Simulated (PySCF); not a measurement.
Basis and Hamiltonian dependence of the excitation energy of Ag

Ag [Kr] 4d10 5s1 (2S) → Ag [Kr] 4d10 5p1 (2P). All values are computed (PySCF 2.14, energy differences of UHF-based or UKS calculations, no spin-orbit coupling). Values in eV.

```json
{"basis": "aug-cc-pVDZ-PP with ECP28MDF", "Hamiltonian": "ECP", "functions": "54", "UHF": "3.072", "LDA": "4.037", "PBE0": "3.682", "MP2 (valence)": "3.729", "CCSD(T) (valence)": "3.647", "CCSD(T) (valence and next inner shell)": "n/a"}
{"basis": "def2-TZVPPD with the def2 core potential (28 electrons)", "Hamiltonian": "ECP", "functions": "56", "UHF": "3.151", "LDA": "4.068", "PBE0": "3.719", "MP2 (valence)": "3.739", "CCSD(T) (valence)": "3.662", "CCSD(T) (valence and next inner shell)": "3.728"}
{"basis": "ANO-RCC-VTZP", "Hamiltonian": "spin-free X2C", "functions": "68", "UHF": "3.614", "LDA": "4.203", "PBE0": "3.944", "MP2 (valence)": "4.074", "CCSD(T) (valence)": "4.040", "CCSD(T) (valence and next inner shell)": "4.086"}
{"basis": "aug-cc-pwCVDZ-PP with ECP28MDF", "Hamiltonian": "ECP", "functions": "70", "UHF": "3.071", "LDA": "4.038", "PBE0": "3.683", "MP2 (valence)": "3.742", "CCSD(T) (valence)": "3.653", "CCSD(T) (valence and next inner shell)": "3.729"}
{"basis": "x2c-TZVPPall", "Hamiltonian": "spin-free X2C", "functions": "79", "UHF": "3.124", "LDA": "3.974", "PBE0": "3.654", "MP2 (valence)": "3.711", "CCSD(T) (valence)": "3.634", "CCSD(T) (valence and next inner shell)": "3.690"}
{"basis": "def2-QZVPPD with the def2 core potential (28 electrons)", "Hamiltonian": "ECP", "functions": "88", "UHF": "3.079", "LDA": "4.061", "PBE0": "3.698", "MP2 (valence)": "3.778", "CCSD(T) (valence)": "3.685", "CCSD(T) (valence and next inner shell)": "3.757"}
{"basis": "x2c-TZVPPall with one added diffuse shell each of s, p, d, f type", "Hamiltonian": "spin-free X2C", "functions": "95", "UHF": "3.072", "LDA": "3.963", "PBE0": "3.636", "MP2 (valence)": "3.750", "CCSD(T) (valence)": "3.664", "CCSD(T) (valence and next inner shell)": "3.721"}
{"basis": "aug-cc-pVTZ-PP with one added diffuse shell each of s, p, d, f, g type with ECP28MDF", "Hamiltonian": "ECP", "functions": "113", "UHF": "3.066", "LDA": "4.035", "PBE0": "3.677", "MP2 (valence)": "3.768", "CCSD(T) (valence)": "n/a", "CCSD(T) (valence and next inner shell)": "n/a"}
{"basis": "x2c-QZVPPall", "Hamiltonian": "spin-free X2C", "functions": "118", "UHF": "3.065", "LDA": "3.958", "PBE0": "3.625", "MP2 (valence)": "3.768", "CCSD(T) (valence)": "n/a", "CCSD(T) (valence and next inner shell)": "n/a"}
```

Question: Estimate the row for aug-cc-pVTZ-PP with ECP28MDF (ECP, 88 functions).

Answer: From the rows with the same Hamiltonian and similar size; the calculation gives UHF 3.07; LDA 4.04; PBE0 3.68; MP2 (valence) 3.77; CCSD(T) (valence) 3.68 (eV).

Frozen in the all-electron rows: valence and next inner shell: [Ar] 3d10; valence: [Kr]; with a core potential, the same shells as far as they lie outside it.

At UHF, ANO-RCC-VTZP lies more than 0.3 eV from the median of the rows with comparable relativity. Of these, ANO-RCC-VTZP has no diffuse functions of the l that the added or promoted electron needs.

Reference for a calculation without spin-orbit coupling: 3.740 eV (measured, between term centres; NIST).
